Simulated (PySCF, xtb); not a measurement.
C₅H₈S, SMILES C#C[C@H](C)SC. Other conformers were not sampled.

Harmonic wavenumbers (cm⁻¹) from GFN2-xTB run with xtb 6.7.1 at its own minimum, in rising order: 74, 129, 146, 176, 214, 239, 304, 433, 486, 606, 663, 687, 735, 894, 945, 948, 1019, 1077, 1101, 1184, 1267, 1312, 1401, 1448, 1455, 1484, 1494, 2276, 2935, 3020, 3023, 3029, 3037, 3040, 3061, 3396.

Task: What does PySCF 2.14.0 with r2SCAN-D4/def2-SVP give at its own minimum? (An estimate is asked for; the answer gives what the named calculation found.)

Result: 72, 147, 171, 195, 238, 283, 335, 480, 542, 642, 655, 664, 728, 872, 952, 967, 1014, 1078, 1099, 1223, 1297, 1320, 1375, 1435, 1452, 1459, 1468, 2202, 3032, 3041, 3047, 3140, 3142, 3158, 3161, 3477. Paired by order, the mean absolute difference is 36 cm⁻¹ and the zero-point energies are 69.7 and 70.9 kcal/mol.
